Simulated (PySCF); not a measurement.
Positional isomers: propene methyl+boryl. All species are isolated molecules in the gas phase. One relaxed conformer stands for each flexible species; it need not be the lowest. Strings in code marks are SMILES.

The S1 excitation (TDA) from two functionals at the same geometries (M06-2X/def2-TZVP), both in PySCF: PBE-D3(BJ)/def2-TZVP and M06-2X/def2-TZVP. Excitations are Tamm–Dancoff values on a coarser integration grid. The basis has no diffuse functions, so Rydberg states are missing or too high.

| species | PBE-D3(BJ)/def2-TZVP (eV) | M06-2X/def2-TZVP (eV) |
|---|---|---|
| `C(C)(=CB)C` | 4.71 | 5.32 |
| `B/C=C\CC` | 4.56 | 5.18 |
| `BCC(=C)C` | 3.51 | 4.92 |
| `C/C=C\CB` | 3.92 | 5.36 |

Over these rows, drawn at random from the members with no instability flagged (it was tested for open shells, ions and some series alone), PBE minus M06-2X: mean -1.02 eV, from -1.44 eV to -0.62 eV.
